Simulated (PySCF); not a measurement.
# How methods differ on the ionisation energy of Cd²⁺

Cd²⁺ [Kr] 4d10 (1S) → Cd³⁺ [Kr] 4d9 (2D), as a difference of total energies. All numbers are calculated (PySCF 2.14, the spin-free X2C one-electron Hamiltonian (Gaussian nucleus), in x2c-QZVPPall (13s8p7d4f2g, 118 functions)). Correlated levels: valence: [Kr] frozen; valence and next inner shell: [Ar] 3d10 frozen. The calculations carry no spin-orbit coupling.

```json
{"method": "UHF", "ionisation energy (eV)": "35.886", "plus first-order spin-orbit estimate": "35.587", "error of that sum (eV)": "-1.881"}
{"method": "LDA", "ionisation energy (eV)": "38.200", "plus first-order spin-orbit estimate": "37.901", "error of that sum (eV)": "+0.433"}
{"method": "PBE", "ionisation energy (eV)": "37.758", "plus first-order spin-orbit estimate": "37.459", "error of that sum (eV)": "-0.009"}
{"method": "PBE0", "ionisation energy (eV)": "37.621", "plus first-order spin-orbit estimate": "37.322", "error of that sum (eV)": "-0.146"}
{"method": "r2SCAN", "ionisation energy (eV)": "37.639", "plus first-order spin-orbit estimate": "37.340", "error of that sum (eV)": "-0.128"}
{"method": "M06-L", "ionisation energy (eV)": "37.479", "plus first-order spin-orbit estimate": "37.180", "error of that sum (eV)": "-0.288"}
{"method": "M06", "ionisation energy (eV)": "37.752", "plus first-order spin-orbit estimate": "37.453", "error of that sum (eV)": "-0.015"}
{"method": "M06-2X", "ionisation energy (eV)": "37.684", "plus first-order spin-orbit estimate": "37.385", "error of that sum (eV)": "-0.083"}
{"method": "MP2 (valence)", "ionisation energy (eV)": "37.911", "plus first-order spin-orbit estimate": "37.612", "error of that sum (eV)": "+0.144"}
{"method": "SCS-MP2 (valence)", "ionisation energy (eV)": "37.689", "plus first-order spin-orbit estimate": "37.390", "error of that sum (eV)": "-0.078"}
{"method": "MP2 (valence and next inner shell)", "ionisation energy (eV)": "37.861", "plus first-order spin-orbit estimate": "37.562", "error of that sum (eV)": "+0.094"}
{"method": "SCS-MP2 (valence and next inner shell)", "ionisation energy (eV)": "37.588", "plus first-order spin-orbit estimate": "37.289", "error of that sum (eV)": "-0.179"}
```

Reference: 37.468 ± 0.006 eV (measured; NIST Atomic Spectra Database, ionization energies).

A first-order spin-orbit estimate (lowest level to lowest level, LS coupling) adds -0.299 eV.

Errors of the correlated levels include the incompleteness of this basis and the frozen core.
